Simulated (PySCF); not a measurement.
C₇H₄ClF₃, SMILES C(F)(c1c(cccc1)Cl)(F)F (GFN2-xTB optimised geometry):

```
15

F     -1.022    -2.698     1.074
C     -1.297    -1.938     0.001
F     -1.035    -2.691    -1.080
F     -2.626    -1.753     0.010
C     -0.537    -0.638     0.000
C     -1.226     0.569    -0.001
C     -0.533     1.766    -0.002
C      0.853     1.761    -0.001
C      1.548     0.566     0.000
C      0.857    -0.638     0.000
Cl     1.738    -2.117    -0.001
H     -2.305     0.563    -0.002
H     -1.075     2.698    -0.004
H      1.397     2.693    -0.001
H      2.626     0.554     0.001
```

Computed with PBE0/def2-TZVP (PySCF 2.14.0).

Q: What are the frontier orbital energies and the dipole moment?

A: HOMO-2 -9.17 eV, HOMO-1 -8.22 eV, HOMO -7.59 eV, LUMO -1.26 eV, LUMO+1 -0.97 eV; dipole moment 3.58 D.

Meta-Löwdin charges at PBE0/def2-TZVP: F1 -0.27, C2 0.78, F3 -0.27, F4 -0.28, C5 -0.07, C6 -0.10, C7 -0.12, C8 -0.10, C9 -0.13, C10 0.02, Cl11 -0.02, H12 0.15, H13 0.13, H14 0.13, H15 0.14.
